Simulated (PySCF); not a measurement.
C2H6NO, SMILES C(=[OH+])(C)N, charge +1. Atoms are numbered in the order given.

```xyz
10

C     -0.3816    -1.3722     0.0000
C      0.0153     0.0605     0.0000
N     -0.8572     1.0308     0.0000
O      1.2636     0.4208     0.0000
H      0.0389    -1.8665     0.8919
H     -1.4710    -1.5003     0.0000
H      0.0389    -1.8665    -0.8919
H     -0.5482     2.0045     0.0000
H     -1.8566     0.8426     0.0000
H      1.8881    -0.3256     0.0000
```
Charge +1, spin multiplicity 1.

Geometry: B3LYP-D3(BJ)/def2-SVP. The isomer is the one that the SMILES or the coordinates give; other isomers of the formula were not compared. The values are those of a single conformer.

Level of theory: TDDFT-ωB97X/def2-SVPD in PySCF 2.14.0.

Vertical excitations. Isolated molecule, no solvent. State labels are in the subgroup Cs.

```csv
state,symmetry,energy (eV),λ (nm),f,main pairs
S1,A',8.20,151,0.292,HOMO→LUMO 97 %
S2,A",8.44,147,0.000,HOMO−1→LUMO 87 %
S3,A",9.48,131,0.006,HOMO−3→LUMO 87 %
S4,A',9.53,130,0.191,HOMO−2→LUMO 98 %
S5,A",9.86,126,0.001,HOMO→LUMO+1 89 %
S6,A",10.82,115,0.016,"HOMO→LUMO+2 73 %, HOMO−2→LUMO+1 12 %"
S7,A",11.25,110,0.000,"HOMO→LUMO+4 55 %, HOMO−2→LUMO+1 27 %"
S8,A',11.31,110,0.026,HOMO−1→LUMO+1 83 %
S9,A",11.56,107,0.005,HOMO−5→LUMO 93 %
S10,A",11.72,106,0.032,"HOMO−2→LUMO+1 37 %, HOMO→LUMO+3 18 %, HOMO→LUMO+4 18 %, HOMO→LUMO+2 11 %"
T1,A',5.80,214,0,HOMO→LUMO 97 %
T2,A",7.98,155,0,"HOMO−1→LUMO 76 %, HOMO−3→LUMO 22 %"
T3,A',8.34,149,0,HOMO−2→LUMO 87 %
T4,A",9.16,135,0,"HOMO−3→LUMO 74 %, HOMO−1→LUMO 22 %"
```
Triplets are in the Tamm–Dancoff approximation, which puts them higher than full response would, so one can lie above its singlet here.
